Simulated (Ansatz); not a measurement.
A search over several starts for the lowest SCF solution of the cluster TiF₃ at the given spin, in a small basis.

```yaml
crystal:
  periodic: [false, false, false]
  atoms:
    - {symbol: Ti, position_ang: [0.003937, -0.002318, 0.002565]}
    - {symbol: F, position_ang: [0.457685, -0.880425, -1.464956]}
    - {symbol: F, position_ang: [-1.177187, -0.698953, 1.120666]}
    - {symbol: F, position_ang: [0.715576, 1.581696, 0.341724]}
basis:
  gaussian: {orbitals: def2-SVP, initial_orbitals: start.molden}
magnetization: {spin_polarized: true, initial_magnetization: 1}
hamiltonian: {xc: pbe0, dispersion: d4}
output: {orbitals: {seedname: orbitals}}
```

The file start.molden holds the orbitals of an earlier run on this structure, at another level or in another basis.

```sh
$ ansatz run in.yaml --threads 2 --pin off --events-out ev --progress --plain --max-ram 4352MiB
```

It prints (some lines left out):

```
Functional definition: PBE0
728 factors; integrals over basis functions are off by at most 9.7e-4 eV
mean field evaluation 1: about -31248.2392 eV, gradient 8.6e0 eV
mean field evaluation 2: about -31248.4984 eV, gradient 1.7e-1 eV
mean field evaluation 4: about -31248.5675 eV, gradient 4.5e-4 eV
mean field evaluation 8: about -31241.9446 eV, gradient 4.3e1 eV
mean field evaluation 16: about -31248.5674 eV, gradient 7.7e-2 eV
mean field evaluation 32: about -31248.5675 eV, gradient 7.8e-6 eV
mean field -31248.56748894 eV, -1148.3636741789 hartree, gradient 1.6e-5 eV, S^2 0.752696; 5 other end points of the search recorded, 0 dependent functions left out
reference -31248.56756516 eV, -1148.3636769798 hartree; 25, 24 occupied and 48, 49 virtual orbitals, 728 factors
Total energy: -31248.61414732 eV, -1148.3653888427 hartree
```

It took 4.6 s on 2 threads of Intel Xeon Platinum 8488C on a shared host.

The structure comes from a short search, and lower isomers may exist.
